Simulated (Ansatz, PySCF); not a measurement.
Gas-phase reaction in SMILES: C=O (CH2O) [formaldehyde] -> C=O (CH2O) as triplet, charge 0
Each molecule is optimised on its own at B3LYP-D3(BJ)/def2-TZVP (Ansatz, a quantum-chemistry and plane-wave program). A spin state is the lowest found, not a proven ground state.

Wanted: adiabatic triplet-singlet gap (0 K, with B3LYP-D3(BJ) harmonic zero-point energies from PySCF), in kJ/mol. Valence correlation only, unless marked. UHF or UKS for open shells. Spin-orbit coupling is left out. Non-relativistic. CBS marks a two-point X^-3 extrapolation of the correlation energy; Hartree-Fock from the larger set.

| level | program | adiabatic triplet-singlet gap (kJ/mol) |
|---|---|---|
| TPSS-D3(BJ)/def2-TZVPD | PySCF + dftd3 | 267.2 |
| PBE0/def2-TZVPD | PySCF | 266.4 |
| TPSSh/def2-TZVPD | PySCF | 264.7 |
| HSE06-D4/def2-TZVPD | Ansatz + dftd4 | 266.6 |
| B2GP-PLYP-D3(BJ)/def2-TZVPD | Ansatz + dftd3 | 294.6 |
| SCS-MP2/def2-SVP | Ansatz | 325.3 |

Problem. Predict the CCSD(T)/CBS(def2-TZVPPD,def2-QZVPPD) result (Ansatz).

Solution. 302.8 kJ/mol, so SCS-MP2/def2-SVP differs from it by 22.5 kJ/mol.
